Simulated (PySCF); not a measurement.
`CS[SiH2][SiH2]C#N`. Method used: PySCF, PBE0-D3(BJ)/def2-SVP geometry optimisation, gas phase.

```
atom  x, y, z in Å
C1    -2.8679    0.0973   -0.2779
S2    -1.4268   -0.7183   -1.0375
Si3    0.1874    0.2632   -0.0363
Si4    2.1017   -0.6920   -0.9952
C5     3.5739    0.0846   -0.1671
N6     4.4647    0.5957    0.3723
H7    -2.8627    1.1789   -0.4716
H8    -2.9092   -0.0911    0.8042
H9    -3.7577   -0.3424   -0.7483
H10    0.1780    0.0218    1.4399
H11    0.1890    1.7403   -0.2724
H12    2.1793   -2.1599   -0.7548
H13    2.2066   -0.3918   -2.4507
```

(1) Work out the bond lengths C1–S2, C1–H9, Si4–H12, Si4–H13, C5≡N6 in Å.

(2) Give the dihedral angles H7–C1–S2–Si3, H8–C1–S2–Si3, H11–Si3–Si4–H13, S2–Si3–Si4–C5.

(3) Where is the centre of mass (commonest isotopes), and what is the radius of gyration?

(4) How far are the heavy atoms from their best plane (unweighted least squares)?

(5) What are the angles H8–C1–H9, S2–C1–H8, S2–Si3–H10, Si4–Si3–H11, Si3–Si4–H12?

Answers

(1) For C1–S2 the difference vector is (1.4411, -0.8156, -0.7596) Å, of length 1.8218 Å. C1–S2 1.822; C1–H9 1.098; Si4–H12 1.489; Si4–H13 1.490; C5≡N6 1.160 Å.

(2) H7–C1–S2–Si3 61° (synclinal); H8–C1–S2–Si3 -62° (synclinal); H11–Si3–Si4–H13 -57° (synclinal); S2–Si3–Si4–C5 -179° (antiperiplanar). Dihedral signs follow IUPAC: positive where, seen along the central bond, the front bond turns clockwise onto the rear one.

(3) Mass 132.984 u; centre at (0.636, -0.184, -0.486) Å; Rg = √(Σ m r²/M) = 2.443 Å. As Ia + Ib + Ic = 2 Σ m r², the three principal moments sum to 1587.7 u·Å².

(4) 0.010 Å rms; C1 0.01, S2 0.02, Si3 0.00, Si4 0.01, C5 0.00, N6 0.00 Å (magnitudes).

(5) From the scalar product of the two bond vectors; for H8–C1–H9 it is -0.3894 Å² over 1.0992 × 1.0983 Å², cos θ = -0.3226. H8–C1–H9 108.8°; S2–C1–H8 111.3°; S2–Si3–H10 112.5°; Si4–Si3–H11 109.7°; Si3–Si4–H12 112.2°.

Not checked by PBE0-D3(BJ)/def2-SVP frequencies. One conformer, not necessarily the lowest.
